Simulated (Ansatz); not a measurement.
Basis sets compared for the cluster Mg₇⁺. The state is a doublet with charge 1. Geometry PBE0/def2-SVP. Ansatz on 4 threads of Arm Neoverse V2 on a shared host; times are rough, and most runs start from earlier orbitals.

```xyz
7

Mg    2.439   -1.544   -0.170
Mg   -2.106    1.919    1.047
Mg    0.649    1.294   -0.463
Mg   -0.668   -0.941    0.994
Mg    2.000    0.307    2.263
Mg   -2.382    0.353   -1.599
Mg    0.067   -1.387   -2.071
```

The structure comes from a short search, and lower isomers may exist.

```csv
level,functions,energy (Eh),HOMO (eV),LUMO (eV),wall time
PBE/def2-SVP,126,-1399.0354,-7.15,-6.59,4.7 s
PBE0/def2-SVP,126,-1399.1516,-7.63,-6.00,12 s
```

Estimate the rows for PBE/def2-TZVP (with forces), PBE0/def2-TZVP.


| level | functions | energy (Eh) | HOMO (eV) | LUMO (eV) | wall time |
| --- | --- | --- | --- | --- | --- |
| PBE/def2-TZVP (with forces) | 224 | -1399.5273 | -7.15 | -6.59 | 7.5 s |
| PBE0/def2-TZVP | 224 | -1399.6432 | -7.64 | -6.00 | 16 s |
